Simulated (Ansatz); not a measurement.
Calculated with Ansatz (gas phase, PBE0-D4/def2-TZVP geometries, no zero-point term in ΔE). CBS: MP2 limit from def2 TZ/QZ plus the TZ coupled-cluster correction, frozen cores. This one scheme is used for every species. Functionals use def2-TZVPP. HSE06 is defined as in plane-wave codes. Triplets are unrestricted, without spin–orbit coupling. For Ga outer-core shells are correlated without core-valence functions, which leaves a few kJ/mol of doubt a bond. Scalar relativity is left out up to krypton. Each species was taken in one conformer, which may not be the lowest.

Reaction (formal loss of a carbene): `C[CH2][GaH][Cl]` → `[CH2]` (triplet) + `[CH3][GaH][Cl]`

```json
{"species": "`C[CH2][GaH][Cl]`", "HSE06 energy (Eh)": "-2464.45482"}
{"species": "`[CH2]` (triplet)", "HSE06 energy (Eh)": "-39.11337"}
{"species": "`[CH3][GaH][Cl]`", "HSE06 energy (Eh)": "-2425.18359"}
```

Task: Work out ΔE.

Result: ΔE = (-39.11337) + (-2425.18359) − (-2464.45482) = 0.15786 Eh = +99.1 kcal/mol. CCSD(T)/CBS gives +101.0 kcal/mol.

Largest T1 diagnostic among the species: 0.011.

From PBE to PBE0 (25 % exact exchange), in def2-TZVPP and without D4, ΔE moves by −1.9 kcal/mol. In def2-TZVPP, CCSD(T) changes the Hartree–Fock value by +32.6 kcal/mol (the triples alone add +2.6 kcal/mol) and MP2 by +35.6 kcal/mol.
